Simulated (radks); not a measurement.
Numerical settings for the potassium ion K+, [Ar]. Method: Dirac Kohn-Sham, PBE, spin-unpolarised, spherical densities, point nucleus; computed with a radial shooting solver on a logarithmic mesh with Libxc functionals. The defaults (mesh step 0.008 in ln r, mesh end at 40 bohr or more with all orbitals vanishing there, Anderson mixing 0.5 over 9 steps, residual threshold near 1e-9 with the energy settled to 1e-9 hartree or 1e-11 of itself, here a cap of 76 iterations) give E = -601.9314 hartree and 3p3/2 at -24.793 eV in 14 iterations. Run on one thread of a shared host, so times are rough (Arm Neoverse N1): 0.09 s of CPU time, 0.1 s wall, 14 iterations on 2476 mesh points. Changes against that run (0 stands for a change within the tolerance of the run):

setting                     iterations         converged  E (mhartree)  e(3p3/2) (meV)  CPU (s)
mesh step in ln r 0.02              14               yes             0               0     0.05
mesh step in ln r 0.03              14               yes             0               0     0.04
mesh step in ln r 0.08              23               yes       -0.0483         -0.0226     0.04
mesh end (bohr) 1                   13  level above zero     +8.08e+04       +3.64e+05     0.06
mesh end (bohr) 2                   13  level above zero     +4.34e+03       +3.35e+04     0.06
residual threshold 1e-05             9               yes             0          +0.101     0.07
residual threshold 0.001             8               yes             0          -0.367     0.07
mixing 0.2                          14               yes             0               0      0.1
linear mixing, mixing 0.05          76                no       +0.0131            -206     0.41
linear mixing, mixing 0.8           24               yes             0               0     0.14
mixing history 20                   17               yes             0               0     0.11
iteration cap 3                      3                no          +1.5       -1.02e+03     0.02

Settled on a wrong energy, with an occupied level pushed above zero by the early mesh end: mesh end (bohr) 1 (+80.8 hartree); mesh end (bohr) 2 (+4.34 hartree). Apart from these: no run marked as converged misses the energy by more than 1 mhartree. A mesh that ends early acts as a hard wall.
